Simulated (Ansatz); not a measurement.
Frontier orbitals of `F[CH]1[AlH][Te]1`.

```tsv
atom	x (Å)	y (Å)	z (Å)
F1	-1.278	0.673	1.207
C2	-0.546	0.565	0.056
Al3	0.526	-1.013	-0.305
Te4	1.676	1.025	0.373
H5	-0.910	1.293	-0.665
H6	0.533	-2.542	-0.665
```

The species carries charge 0 and has multiplicity 1. Correlated methods include outer-core shells of Te, which these sets cover unevenly. Te: def2 effective core potential. Geometry: relaxed with PBE0-D4/def2-TZVP. Basis def2-TZVPP, Ansatz 0.2.0.

Orbital energies of one run (eV). Highest occupied ones, from the top: -5.72, -5.93, -6.47, -8.15, -9.59, -10.72, -11.42, -12.28, -14.71, -17.21, -30.23, -40.34, -40.35, -40.44. Empty: -2.52, -2.18, -1.16, -0.48, 0.88, 1.37.

Question: Which functional gave them?
A. HSE06 (plane-wave form)
B. BHLYP
C. LC-ωPBE
D. PBE

Answer: D. HOMO energies: PBE -5.72, HSE06 -6.29, LC-ωPBE -9.08, BHLYP -7.44 eV.

LC-ωPBE has ω = 0.4 bohr⁻¹.
